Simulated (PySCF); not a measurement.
How methods differ on the ionisation energy of Tm

Tm [Xe] 4f13 6s2 [4f5/2^6 4f7/2^7, M_J = 7/2] → Tm⁺ [Xe] 4f13 6s1 [4f5/2^6 4f7/2^7 6s1/2^1, M_J = 4], as a difference of total energies. All numbers are calculated (PySCF 2.14, the two-component X2C-1e Hamiltonian, in x2c-SVPall-2c). Correlated levels: [Ar] 3d10 frozen; the 16 highest virtual spinors dropped. "Screened" scales the spin-orbit matrix elements by Boettger's factors to mimic the two-electron term; Breit and QED terms are absent.

```csv
method,ionisation energy (eV)
GHF (spin-free),5.047
GMP2 (spin-free),5.921
GHF (screened spin-orbit),5.049
GMP2 (screened spin-orbit),5.925
```

How much does correlation contribute at GMP2 (screened spin-orbit)?

5.925 − (5.049) = 0.876 eV, measured against GHF (screened spin-orbit).

The spin-free rows relax to the high-spin LS determinant and lack the spin-orbit shift.

Errors of the correlated levels include the incompleteness of this basis and the frozen core.

The labels give the starting determinants; with spin-orbit coupling the two ends relaxed to ⟨J²⟩ = 15.76, ⟨L²⟩ = 12.11, ⟨S²⟩ = 0.85 and ⟨J²⟩ = 20.01, ⟨L²⟩ = 12.11, ⟨S²⟩ = 2.10.

MP2 underrates the near-degeneracy of ns² with np² in the lower species.

For comparison: 6.184 eV (measured; NIST Atomic Spectra Database, ionization energies).
